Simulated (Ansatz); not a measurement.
```yaml
crystal:
  periodic: [false, false, false]
  atoms:
    - {symbol: Sn, position_ang: [1.369704, 1.359668, 2.088882]}
    - {symbol: Sn, position_ang: [-2.296941, -1.366132, -0.964614]}
    - {symbol: Sn, position_ang: [-0.191702, 0.265633, -2.021192]}
    - {symbol: Sn, position_ang: [-0.898864, 0.000525, 1.081378]}
    - {symbol: Sn, position_ang: [2.017803, -0.259703, -0.184454]}
basis:
  gaussian: {orbitals: def2-TZVPD, initial_orbitals: start.molden}
total_charge: -1
magnetization: {spin_polarized: true, initial_magnetization: 1}
hamiltonian: {xc: {name: wB97M-V}}
scf: {omitted_lower_state_checks: [starts]}
output: {orbitals: {seedname: orbitals}}
```

The file start.molden holds the orbitals of an earlier run on this structure, at another level or in another basis.

```sh
$ ansatz run in.yaml --threads 4 --pin off --events-out ev --progress --plain --max-ram 4787MiB
```

(1) Does this run fit into the memory that it is given?

Answers

(1) No. It has 280 basis functions, and Ansatz plans for 6 GiB where 5 GiB are given.
